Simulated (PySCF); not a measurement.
Stretching LiZn

Set-up: basis Li jorge-DZP-DKH, Zn jorge-DZP-DKH; spin-free X2C with a Gaussian nucleus; PySCF 2.14. Energies in eV from Li + Zn in their ground configurations at the same level. State: ²Σ⁺ (doublet), unpaired electrons σ ↑.

All columns are LC-ωPBE. A positive dipole means Li(−)Zn(+).

| R (Å) | E (eV) | μ (D) | Mulliken charge on Li (basis-dependent) | HOMO (eV) | LUMO (eV) | Mayer bond order | ⟨S²⟩ |
| --- | --- | --- | --- | --- | --- | --- | --- |
| 2.370 | -0.176 | -0.41 | -0.34 | -5.03 | 0.13 | 0.94 | 0.77 |
| 2.480 | -0.247 | -0.40 | -0.29 | -5.06 | 0.09 | 0.88 | 0.77 |
| 2.591 | -0.283 | -0.34 | -0.25 | -5.10 | 0.06 | 0.81 | 0.77 |
| 2.673 | -0.295 | -0.29 | -0.22 | -5.12 | 0.04 | 0.76 | 0.77 |
| 2.756 | -0.296 | -0.22 | -0.19 | -5.15 | 0.01 | 0.70 | 0.77 |
| 2.839 | -0.291 | -0.15 | -0.17 | -5.17 | -0.01 | 0.65 | 0.77 |
| 2.949 | -0.275 | -0.07 | -0.14 | -5.21 | -0.04 | 0.58 | 0.77 |
| 3.087 | -0.249 | 0.02 | -0.11 | -5.25 | -0.07 | 0.49 | 0.77 |
| 3.252 | -0.213 | 0.10 | -0.08 | -5.30 | -0.10 | 0.40 | 0.76 |
| 3.473 | -0.165 | 0.16 | -0.06 | -5.36 | -0.13 | 0.30 | 0.76 |

A fit through these points gives, at Re = 2.730 Å, μ = -0.24 D and dμ/dR = 0.794 D/Å; the reduced mass is 6.322 u.

How strong is the fundamental in the double-harmonic approximation, I = 42.26·(dμ/dR)²/μred km/mol?

I = 42.26·(0.794)²/6.322 = 4.21 km/mol at LC-ωPBE.

The bond is weak. Basis-set superposition, not corrected here, can be much of De in a small basis, most of all at correlated wavefunction levels. Functionals without a dispersion term scatter widely for such bonds, and LDA overbinds them. The state was picked by a PBE0 search and need not be the measured ground state.
